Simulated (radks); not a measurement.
These are the eigenvalues of the occupied orbitals of an atom or ion with whole-number occupations (hartree). Method: scalar-relativistic Kohn-Sham, LB94 model potential, spin-polarised, spherical densities, finite nucleus; Fermi nuclear charge, rms radius of each element as measured or else 0.836 A^(1/3) + 0.57 fm; computed with a radial shooting solver on a logarithmic mesh with Libxc functionals.

| orbital | eigenvalue |
|---|---|
| 1s down | -2049.578 |
| 1s up | -2049.577 |
| 2s up | -448.6404 |
| 2s down | -448.6014 |
| 2p up | -414.6124 |
| 2p down | -414.4626 |
| 3s up | -180.5888 |
| 3s down | -180.0988 |
| 3p up | -170.3433 |

Which element is it, and in what charge state? The configuration may be excited. Open shells, if any, are filled with parallel spins first.

Answer. Z = 65, terbium, charge +51: Tb51+ in [Ne] 3s2 3p2. The list shows which subshells hold electrons but not how many an open one holds; the 1s level, -2049.6 hartree, gives Z - s = 64.0 by -(Z - s)^2/2, which with screening and relativity narrows Z to a few neighbours, and the depths of the outer levels then fix element, charge and occupations together.
